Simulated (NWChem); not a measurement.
System meant: SiH2OBrF; SMILES O[SiH](F)Br

The following NWChem deck was run.

```
start job
memory heap 200 mb stack 900 mb global 1100 mb
geometry units angstroms noautoz
  Si    -0.007922     0.956345     0.378694
  O     -1.318703     1.728538    -0.270490
  F      1.380173     1.532172    -0.253632
  Br    -0.044486    -1.224878    -0.077469
  H     -0.019910     1.202762     1.841586
  H     -1.534493     1.522178    -1.197497
end
basis spherical
  * library def2-svp
end
dft
  odft
  mult 2
  xc pbe0
  iterations 150
  mulliken
end
task dft energy
```

End of the output:

```
                                 NWChem DFT Module
                                 -----------------

 Summary of "ao basis" -> "ao basis" (spherical)
 ------------------------------------------------------------------------------
       Tag                 Description            Shells   Functions and Types
 ---------------- ------------------------------  ------  ---------------------
 Si                         def2-svp                 8       18   4s3p1d
 O                          def2-svp                 6       14   3s2p1d
 F                          def2-svp                 6       14   3s2p1d
 Br                         def2-svp                12       32   5s4p3d
 H                          def2-svp                 3        5   2s1p

 Summary of "ao basis" -> "ao basis" (spherical)
 ------------------------------------------------------------------------------
       Tag                 Description            Shells   Functions and Types
 ---------------- ------------------------------  ------  ---------------------
 Si                         def2-svp                 8       18   4s3p1d
 O                          def2-svp                 6       14   3s2p1d
 F                          def2-svp                 6       14   3s2p1d
 Br                         def2-svp                12       32   5s4p3d
 H                          def2-svp                 3        5   2s1p

  number of electrons :                   68
  multiplicity        :                    2
 ------------------------------------------------------------------------
  no. of electrons and multiplicity not compatible                  68
 ------------------------------------------------------------------------
 ------------------------------------------------------------------------
  current input line :
    21: task dft energy
 ------------------------------------------------------------------------
 ------------------------------------------------------------------------
 There is an error in the input file
 ------------------------------------------------------------------------
 For more information see the NWChem manual at https://nwchemgit.github.io

0: no. of electrons and multiplicity not compatible:Received an Error in Communication
```

Task: What is wrong, and how is it mended?

Result: The program refused the input. Cause: the multiplicity doesn't fit the number of electrons (an even count wants an odd multiplicity, and the reverse). This input runs:
```
start job
memory heap 200 mb stack 900 mb global 1100 mb
geometry units angstroms noautoz
  Si    -0.007922     0.956345     0.378694
  O     -1.318703     1.728538    -0.270490
  F      1.380173     1.532172    -0.253632
  Br    -0.044486    -1.224878    -0.077469
  H     -0.019910     1.202762     1.841586
  H     -1.534493     1.522178    -1.197497
end
basis spherical
  Si library def2-svp
  O library def2-svp
  F library def2-svp
  Br library def2-svp
  H library def2-svp
end
dft
  xc pbe0
  iterations 150
  mulliken
end
task dft energy
```
It converges to -3038.93446 Ha (PBE0/def2-SVP).
